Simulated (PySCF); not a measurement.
C3H9AlO2, SMILES C[CH2][Al]([OH])[O]C.

Coordinates come from a B3LYP-D3(BJ)/def2-SVP optimisation. One conformer was computed; it need not be the lowest.

All values below come from PySCF with C-PCM-PBE0/def2-SVP.

The values are the electrostatic part of the solvation free energy, E(continuum) − E(gas) at the gas-phase geometry, in a cavity of scaled van der Waals radii (PySCF's table); cavitation and dispersion terms are not included. A continuum can't describe solvent molecules that bind to the metal. In vacuum the orbital gap is 8.03 eV. The dipole moment in vacuum is 1.57 D.

**Question.** Estimate the values in water (ε = 78.36), n-hexane (ε = 1.88), 2-propanol (ε = 19.26). (The exact figures need the calculation; the answer reports its results.)

**Answer.** 
| solvent | ε | ΔG(elec) (kcal/mol) | dipole (D) | gap (eV) |
|---|---|---|---|---|
| water | 78.36 | -6.4 | 1.97 | 8.19 |
| n-hexane | 1.88 | -2.9 | 1.74 | 8.10 |
| 2-propanol | 19.26 | -6.1 | 1.95 | 8.18 |
